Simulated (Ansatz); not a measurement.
From F to I: the atomisation energy (no zero-point term)

One atom is swapped for its congeners: C2H4ClF (1-chloro-1-fluoroethane) `CC(F)Cl`; C2H4Cl2 (1,1-dichloroethane) `CC(Cl)Cl`; C2H4ClI `CC(Cl)I`. The Br member is missing. All are singlets with charge 0.

Shapes, held fixed at every level: PBE0-D4/def2-TZVP. Programs: Ansatz 0.2.0. Values in eV.

Question: How should the atomisation energy change along the series?

Answer: At CCSD(T)/def2-TZVPP the atomisation energy falls at every step, from 29.70 to 27.29 eV. Every level shows the same order. For atoms past krypton def2 sets carry core potentials with scalar relativity. Correlated rows may include outer-core shells of I, which these sets cover unevenly. Spin-orbit coupling, which grows down the group, is left out (summed over each molecule's free atoms 0.06, 0.08, 0.36 eV).

```json
{"level": "SPW92/def2-TZVPP", "C2H4ClF": "35.33", "C2H4Cl2": "33.51", "C2H4ClI": "32.33"}
{"level": "B3LYP-D4/def2-TZVPP", "C2H4ClF": "30.37", "C2H4Cl2": "28.88", "C2H4ClI": "27.85"}
{"level": "BHLYP-D4/def2-TZVPP", "C2H4ClF": "29.40", "C2H4Cl2": "28.08", "C2H4ClI": "27.05"}
{"level": "wB97M-V/def2-TZVPP", "C2H4ClF": "30.58", "C2H4Cl2": "29.17", "C2H4ClI": "27.97"}
{"level": "MP2/def2-SVP", "C2H4ClF": "29.40", "C2H4Cl2": "27.83", "C2H4ClI": "26.76"}
{"level": "CCSD/def2-TZVPP", "C2H4ClF": "29.23", "C2H4Cl2": "27.79", "C2H4ClI": "26.78"}
{"level": "CCSD(T)/def2-TZVPP", "C2H4ClF": "29.70", "C2H4Cl2": "28.27", "C2H4ClI": "27.29"}
```
